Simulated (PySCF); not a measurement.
## MoCl4: from structure and modes to constants

Level of theory: PySCF, UPBE0, basis Mo def2-TZVP with ECP28, Cl def2-TZVP (scalar-relativistic core potentials, no spin–orbit coupling, density fitting).

The triplet minimum has Td symmetry. Masses (u): Mo 97.90541, Cl 34.96885.

```xyz
5
charge 0 multiplicity 3, angstrom
Mo    0.0000    0.0000    0.0000
Cl    1.2857    1.2857   -1.2857
Cl    1.2857   -1.2857    1.2857
Cl   -1.2857    1.2857    1.2857
Cl   -1.2857   -1.2857   -1.2857
```

Harmonic wavenumbers (cm⁻¹): 97.8 (e, ×2), 98.6 (t2, ×3), 401.1 (a1, ×1), 441.1 (t2, ×3).

(1) Find the principal moments of inertia and the rotational constants. What kind of rotor is it?

(2) What is the harmonic zero-point energy?

(3) Find the vibrational entropy and heat capacity at 298.15 K.

(4) Give the standard entropy (298.15 K, 1 bar) by its translational, rotational, vibrational and spin parts, and Cp.

Results:

(1) About the centre of mass I = 462.45, 462.45, 462.45 u Å². With B = 16.8576/I this gives 0.03645, 0.03645, 0.03645 cm⁻¹. The molecule is a spherical top.

(2) Half the sum of all 9 wavenumbers, 2216/2 = 1108 cm⁻¹, which is 13.3 kJ/mol (1 cm⁻¹ = 0.0119627 kJ/mol).

(3) With u = 1.43878 ω/T, each mode gives S = R[u/(eᵘ−1) − ln(1−e⁻ᵘ)] and C = R u² eᵘ/(eᵘ−1)².
```csv
ω (cm⁻¹),u,S (J/(mol K)),C (J/(mol K))
97.8 (×2),0.472,14.64,8.16
98.6 (×3),0.476,14.57,8.16
401.1,1.936,4.01,6.14
441.1 (×3),2.128,3.44,5.78
```
The sums over all modes are S = 87.3 and C = 64.3 J/(mol K); the softest mode gives 17 % of the entropy (each member, where degenerate).

(4) Sackur–Tetrode with M = 237.78 u gives 177.1; rotation with symmetry number 12 gives 104.4; vibration 87.3; spin R ln 3 = 9.1. The total is 377.9 J/(mol K), and Cp = 4 R + 64.3 = 97.5 J/(mol K).

Other isomers or separated fragments may lie lower. With open d or f shells other occupations or spin states may lie lower.
